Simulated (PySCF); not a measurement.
Compound: C2H7NOSi.
Numbering: `[CH2:1]=[CH:2][O:3][SiH2:4][NH2:5]` (hydrogens: H6, H7 on C1; H8 on C2; H9, H10 on Si4; H11, H12 on N5)

Structure used (GFN2-xTB), in Å, numbered top down from 1:
```
atom  x, y, z in Å
C1     1.834    0.618   -0.022
C2     1.453   -0.522    0.526
O3     0.250   -1.105    0.404
Si4   -1.099   -0.720   -0.425
N5    -1.656    0.840    0.056
H6     2.824    1.000    0.136
H7     1.164    1.190   -0.637
H8     2.118   -1.109    1.152
H9    -0.879   -0.602   -1.865
H10   -1.895   -1.881   -0.037
H11   -2.507    1.198   -0.346
H12   -1.606    1.092    1.031
```

Method: TDDFT CAM-B3LYP/def2-SVPD, vertical, gas phase, core orbitals frozen in the response in PySCF.

Broadening: Gaussians 0.4 eV wide at half height, area fixed by f = 4.319×10⁻⁹ ∫ε dν̃. The width is an assumption, not a result. The curve ends short of the highest state used, and states not computed would add to its high-energy end.

| E (eV) | ε (L mol⁻¹ cm⁻¹) |
| --- | --- |
| 5.97 | 1 |
| 6.01 | 1 |
| 6.06 | 3 |
| 6.11 | 9 |
| 6.16 | 22 |
| 6.21 | 51 |
| 6.26 | 112 |
| 6.31 | 234 |
| 6.36 | 466 |
| 6.41 | 879 |
| 6.45 | 1401 |
| 6.50 | 2373 |
| 6.55 | 3761 |
| 6.60 | 5557 |
| 6.65 | 7629 |
| 6.70 | 9708 |
| 6.75 | 11424 |
| 6.80 | 12415 |
| 6.84 | 12523 |
| 6.89 | 11779 |
| 6.94 | 10254 |
| 6.99 | 8336 |
| 7.04 | 6485 |
| 7.09 | 5106 |
| 7.14 | 4455 |
| 7.19 | 4605 |
| 7.24 | 5445 |
| 7.28 | 6440 |
| 7.33 | 7793 |
| 7.38 | 8920 |

Task: Where are the band maxima, and which computed states make them?

Result: 182 nm (6.83 eV), ε about 13000, made up of S3 (90%) (ε in L mol⁻¹ cm⁻¹; maxima over ε = 5, shares over 10%). At its high-energy end, 7.38 eV, the curve is still rising (ε about 8900, from S5). The states used: S1 6.57 eV (f 0.0029); S2 6.72 eV (f 0.022); S3 6.84 eV (f 0.168); S4 7.31 eV (f 0.0028); S5 7.43 eV (f 0.122); S6 7.54 eV (f 0.016); S7 7.77 eV (f 0.020); S8 7.98 eV (f 0.014).

Task: On this curve, what absorbance would a 10⁻⁵ mol/L sample give at 193 nm over a 1 cm path?

Result: 193 nm is 6.424 eV, where ε is about 1000 L mol⁻¹ cm⁻¹, so A = ε c l ≈ 0.01 (Beer–Lambert, with the gas-phase spectrum and the assumed width).

Task: What would ε be at 6.83 eV, the highest of these maxima, with half the width (0.2 eV)?

Result: About 23700 L mol⁻¹ cm⁻¹ against 12600, a factor of about 1.9; a lone state at its own centre would give exactly 2.

Task: Coming from long wavelengths, where does ε first pass 100 L mol⁻¹ cm⁻¹?

Result: At about 198 nm (6.25 eV), 0.31 eV below S1.

One conformer stands for the species.
